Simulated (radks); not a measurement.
Results of a calculation; reference values are marked as such.
Problem. Yb27+, configuration [Ar] 3d10 4s1.75 4p6 4d7 5d0.25 (fractional occupations, a model configuration). Level of theory: scalar-relativistic Kohn-Sham, SCAN, spin-polarised, spherical densities, finite nucleus; open shells are filled with parallel spins first (spin-orbit coupling, left out, can overturn this in heavy ions); meta-GGA in the generalised Kohn-Sham scheme; Fermi nuclear charge, rms radius 5.3108 fm (a radial shooting solver on a logarithmic mesh with Libxc functionals). Some entries of the table are withheld. Estimate them.

| orbital | occ. | eigenvalue (hartree) | <1/r> (bohr^-1) | r(max) (bohr) |
|---|---|---|---|---|
| 1s up | 1 | -2287.577 | 80.62 | 0.01237 |
| 1s down | 1 | -2287.559 | 80.62 | 0.01237 |
| 2s up | 1 | -417.3040 | 18.82 | 0.07052 |
| 2s down | 1 | -417.2173 | 18.82 | 0.07052 |
| 2p up | 3 | -371.7391 | 17.26 | 0.05758 |
| 2p down | 3 | -371.6533 | 17.26 | 0.05757 |
| 3s up | 1 | -121.0645 | 6.995 | 0.1988 |
| 3s down | 1 | -121.0095 | 6.995 | 0.1989 |
| 3p up | 3 | -107.2260 | 6.508 | 0.1959 |
| 3p down | 3 | -107.1595 | 6.509 | 0.1960 |
| 3d up | 5 | -90.50169 | 6.151 | 0.1601 |
| 3d down | 5 | -90.40108 | 6.151 | 0.1602 |
| 4s up | 1 | -48.57721 | (1) | 0.4394 |
| 4s down | 0.75 | -48.21617 | (2) | 0.4395 |
| 4p up | 3 | -43.61294 | 2.969 | 0.4540 |
| 4p down | 3 | -43.26089 | 2.963 | 0.4541 |
| 4d up | 5 | -37.20909 | 2.755 | 0.4543 |
| 4d down | 2 | -36.86122 | 2.752 | 0.4543 |
| 5d up | 0.25 | -20.49048 | 1.500 | 0.9200 |

Solution. 
(1) 4s up <1/r> (bohr^-1): 3.178
(2) 4s down <1/r> (bohr^-1): 3.173
